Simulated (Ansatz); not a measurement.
C$_{4}$H$_{16}$HfN$_{4}$ (`C[NH][Hf]([NH]C)([NH]C)[NH]C`) at its PBE0-D4/def2-TZVP geometry, where that method's forces vanish. Charge 0, multiplicity 1. Hf: def2 effective core potential.

```xyz
25

C    -0.7116   -2.5675    1.4292
N     0.3766   -1.8725    0.7777
Hf    0.4240   -0.0061   -0.0747
N     1.8885    0.0274   -1.5025
C     1.9173   -0.8752   -2.6345
N     0.8587    1.3536    1.3948
C     0.5279    2.7625    1.4331
N    -1.3869    0.5232   -0.8830
C    -2.6106    0.6919   -0.1282
H    -1.0163   -3.4783    0.8967
H    -1.5961   -1.9242    1.4766
H    -0.4732   -2.8527    2.4626
H     1.1961   -2.4639    0.7152
H     2.6804    0.6542   -1.5056
H     2.8147   -1.5075   -2.6528
H     1.8596   -0.3526   -3.5984
H     1.0588   -1.5563   -2.5961
H     1.2879    1.0580    2.2616
H     0.0119    3.0499    0.5121
H     1.4160    3.4031    1.5154
H    -0.1411    3.0194    2.2653
H    -1.5383    0.6952   -1.8675
H    -3.3857   -0.0386   -0.3969
H    -2.4142    0.5631    0.9427
H    -3.0443    1.6939   -0.2427
```

(1) What forces (eV/Å) does B3LYP-D4/def2-TZVPP give on these atoms in Ansatz? (Estimate.)

Results:

(1) Computed: 
```
C1  -0.248 -0.146  0.150
N2   0.187 -0.042 -0.055
Hf3  0.027 -0.007 -0.009
N4   0.116  0.159  0.077
C5   0.001 -0.201 -0.253
N6   0.082 -0.132  0.123
C7  -0.074  0.314 -0.003
N8   0.062  0.012 -0.196
C9  -0.270  0.037  0.178
H10  0.009  0.033  0.034
H11  0.046 -0.035  0.001
H12 -0.019  0.002 -0.046
H13  0.007 -0.004  0.001
H14  0.011  0.013  0.004
H15 -0.034  0.023 -0.011
H16  0.008 -0.031  0.034
H17  0.045  0.032 -0.009
H18  0.009 -0.006  0.008
H19  0.029 -0.005  0.051
H20 -0.044 -0.016  0.001
H21  0.031  0.001 -0.033
H22  0.005  0.001 -0.011
H23  0.026  0.042  0.018
H24 -0.016  0.002 -0.060
H25  0.006 -0.046  0.005
```

B3LYP here is the variant with VWN-RPA as its local correlation; programs differ in this.
